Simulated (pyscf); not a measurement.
Single points on ωB97X-D3(BJ)/def2-SVP structures (PySCF, gas phase).

### Question
How much does it cost (ΔH, 298 K, ωB97M-D3(BJ)/def2-TZVP) to split H₃Si–SiH₂–O–AsH₂ at its O–Si bond into •H₂Si–SiH₃ + •O–AsH₂?

### Answer
O–Si to •H₂Si–SiH₃ + •O–AsH₂: 106.0 kcal/mol. The 7 functionals that were run give +92.8 (PBE) to +107.2 kcal/mol (M06-2X). H₃Si–SiH₂–O–AsH₂ lies 37.7 kcal/mol over its isomer H₃Si–O–SiH₂–AsH₂, and others may lie lower still (electronic energy, ωB97M-D3(BJ)). •O–AsH₂ lies 33.4 kcal/mol over its isomer HO–AsH•, and others may lie lower still (electronic energy, ωB97M-D3(BJ)). Other isomers of •H₂Si–SiH₃ were not searched in full and may lie lower. Elements up to Kr have no core potential and no relativistic terms here.
